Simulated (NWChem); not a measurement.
System: fluoroethane (C2H5F); SMILES CCF

Here is an NWChem input.

```
start job
memory heap 200 mb stack 900 mb global 1100 mb
geometry units angstroms noautoz
  C      1.171971    -0.137915     0.263385
  C     -0.321671    -0.396630     0.214401
  F     -0.947517     0.597079    -0.534284
  H      1.676303    -0.914974     0.849476
  H      1.595099    -0.136495    -0.746431
  H      1.378859     0.832955     0.725425
  H     -0.760832    -0.390386     1.220183
  H     -0.544144    -1.364037    -0.253561
end
basis spherical
  C library 6-31+g*
  F library 6-31+g*
  H library 6-31+g*
end
dft
  xc hfexch
  iterations 150
  mulliken
end
task dft energy
```

Geometry: optimised at B3LYP/6-31G* (spherical d).

Give the results of this calculation. (Hartree-Fock/6-31+G* (spherical d).) Quantities: basis functions; energy (Ha); highest occupied level (eV); orbital gap (eV); dipole (D).


- number of basis functions = 64
- energy (Ha) = -178.08
- highest occupied level (eV) = -13.54
- orbital gap (eV) = 15.92
- dipole (D) = 2.28
